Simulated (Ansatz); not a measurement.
Wavefunction ladder for F₂H₄O₂Si₂, SMILES `O[Si](F)(F)O[SiH3]`

```xyz
10

O    -1.155   -0.499   -2.064
Si   -0.267    0.448   -1.110
F     1.107    0.820   -1.799
F    -0.989    1.830   -0.851
O    -0.016   -0.319    0.260
Si    0.555   -0.482    1.789
H    -1.393   -0.188   -2.938
H     0.251   -1.860    2.242
H     2.020   -0.254    1.797
H    -0.113    0.504    2.673
```

Total charge 0; spin multiplicity 1. The structure was optimised at the PBE0-D4/def2-TZVP level. It is one conformer, not always the lowest. Frozen core, restricted reference, the Gaussian-basis code of Ansatz. CBS rows extrapolate triple and quadruple zeta; past MP2 they add the triple-zeta difference.

```json
{"basis": "def2-SVP", "HF (Eh)": "-928.61478", "MP2 corr.": "-0.91807"}
{"basis": "def2-TZVPP", "HF (Eh)": "-929.30287", "MP2 corr.": "-1.20038"}
{"basis": "def2-QZVPP", "HF (Eh)": "-929.34004", "MP2 corr.": "-1.30751"}
```

(1) Estimate the CCSD correlation energy and the (T) correction in each basis where they were run (hartree).

Answers

(1) 
```csv
basis,CCSD corr.,(T)
def2-SVP,-0.95206,-0.01641
def2-TZVPP,-1.22601,-0.03768
CBS(def2),-1.41250,as TZ
```
